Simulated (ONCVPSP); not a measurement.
Pseudopotentials across the periodic table

Generated with ld1.x 7.5 (TM, RRKJ, ultrasoft, PAW), atompaw 4.2 or ONCVPSP 4.0.1. The cutoff is in Ry: for ld1.x and atompaw files where the sum of valence levels is converged to 10 mRy in a Bessel basis, for ONCV files where the hardest occupied wave has 1 mHa per electron of residual kinetic energy. The error is the largest all-electron minus pseudo excitation energy over each file’s own four to seven test configurations (ionisations up to +4, promotions, holes and added fractions of an electron), all of which were solved. The labels leave out finer settings (local radius, basis sizes, second energies), which also bear on the numbers. Spin-polarised tests are not counted. The rows are a selection from randomly drawn settings: files with unsolved tests, undetermined cutoffs or missed reference levels are left out.

A true bound ghost makes a file unfit for plane-wave use even where its test errors are small: the radial tests pick states by their node count and pass the ghost by.

| element | potential | cutoff (Ry) | largest error (meV) | bound ghosts |
| --- | --- | --- | --- | --- |
| Se | ONCV, PBE, scalar-relativistic, rc 1.10/0.80/1.20 (spd), local smoothed, core correction yes, reference 3s2 3p6 3d10 4s2 4p3.5, qcut 10.7/16.6/10.5, projectors 2/2/2 | 214 | -7.7 | none |
| Se | ONCV, PBE, scalar-relativistic, rc 1.60/1.90/0.65 (spd), local smoothed, core correction yes, reference 3d10 4s2 4p4, qcut 4.3/4/22.1, projectors 1/2/2 | 418 | +11 | s |
| Se | ONCV, LDA (Perdew-Zunger), scalar-relativistic, rc 0.75/0.95/0.95 (spd), local smoothed, core correction no, reference 3s2 3p6 3d10 4s2 4p2.5, qcut 17.6/15.7/13.8, projectors 2/3/2 | 220 | +2.5 | none |
| Kr | ONCV, PBE, fully relativistic, rc 1.45/1.55/1.45 (spd), local d, core correction yes, reference 4s2 4p6, qcut 5.7/4.6/7.2, projectors 2/2/0 | 50 | -63 | none |
| Tc | ONCV, PBE, scalar-relativistic, rc 1.95/1.90/1.90 (spd), local d, core correction no, reference 4s2 4p6 4d5 5s2, qcut 4.9/9.1/8.9, projectors 2/2/0 | 45 | -9.3 | none |
| Sn | ONCV, LDA (Perdew-Wang 92), scalar-relativistic, rc 2.15/2.05/2.10 (spd), local smoothed, core correction yes, reference 5s1.75 5p2.25, qcut 3.1/3.6/4.4, projectors 1/2/1 | 19 | -778 | none |
| Os | ONCV, LDA (Perdew-Wang 92), scalar-relativistic, rc 1.50/1.10/1.60 (spd), local smoothed, core correction no, reference 5s2 5p6 5d6 6s2, qcut 9.3/6.4/6, projectors 2/2/2 | 207 | -88 | none |
| Pb | ONCV, PBE, scalar-relativistic, rc 2.16/3.06/2.34 (spd), local smoothed, core correction yes, reference 5d10 6s2 6p2, qcut 3/3.8/9, projectors 2/2/2 | 44 | -65 | none |

**Question.** Fill in the row for Sc: ONCV, LDA (Perdew-Zunger), scalar-relativistic, rc 1.55/1.50/2.75 (spd), local smoothed, core correction yes, reference 3s2 3p6 3d1 4s2, qcut 8.8/8.9/6.6, projectors 2/2/1.

**Answer.** cutoff 54 Ry, largest error +269 meV, bound ghosts: none.
